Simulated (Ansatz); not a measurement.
CH5Al2, SMILES `[CH3][Al-][AlH2]` (singlet; the order of the spin states depends on the level) (charge -1, multiplicity 1). This singlet lies 0.14 eV below the relaxed triplet at the level frozen-core CCSD(T)/aug-cc-pVDZ // PBE0-D3(BJ)/def2-TZVPD (Ansatz, a program for electronic structure); other levels give the other order.

The numbers are results of PBE0/aug-cc-pVTZ // PBE0-D3(BJ)/def2-TZVPD in Ansatz, not measurements.

Ansatz 0.2 input:
```yaml
crystal:
  periodic: [false, false, false]
  atoms:
    - { symbol: C, position_ang: [-1.849233, 0.092202, -0.025884] }
    - { symbol: Al, position_ang: [-0.089396, -0.432932, -0.871761] }
    - { symbol: Al, position_ang: [2.183972, -0.01325, 0.235346] }
    - { symbol: H, position_ang: [-2.718949, -0.168489, -0.636518] }
    - { symbol: H, position_ang: [-1.961721, -0.389341, 0.953875] }
    - { symbol: H, position_ang: [-1.87105, 1.174766, 0.154747] }
    - { symbol: H, position_ang: [3.213458, 1.047128, -0.482548] }
    - { symbol: H, position_ang: [3.092918, -1.310086, 0.672745] }
basis:
  gaussian: { orbitals: aug-cc-pVTZ }
hamiltonian:
  xc: pbe0
total_charge: -1
```

Output:

```
Functional definition: PBE0
1227 factors; their error is unknown
mean field evaluation 1: about -14301.3734 eV, gradient 3.6e1 eV
mean field evaluation 2: about -14299.9076 eV, gradient 4.2e1 eV
mean field evaluation 4: about -14305.1906 eV, gradient 1.1e0 eV
mean field evaluation 8: about -14305.1977 eV, gradient 2.5e-2 eV
mean field evaluation 16: about -14305.2249 eV, gradient 2.0e-5 eV
mean field -14305.22489596 eV, -525.7073184970 hartree, gradient 2.0e-5 eV, S^2 0.000000; 0 other end points of the search recorded, 0 dependent functions left out
reference -14305.22495804 eV, -525.7073207782 hartree; 19, 19 occupied and 242, 242 virtual orbitals, 1227 factors
Total energy: -14305.22495804 eV, -525.7073207782 hartree
```
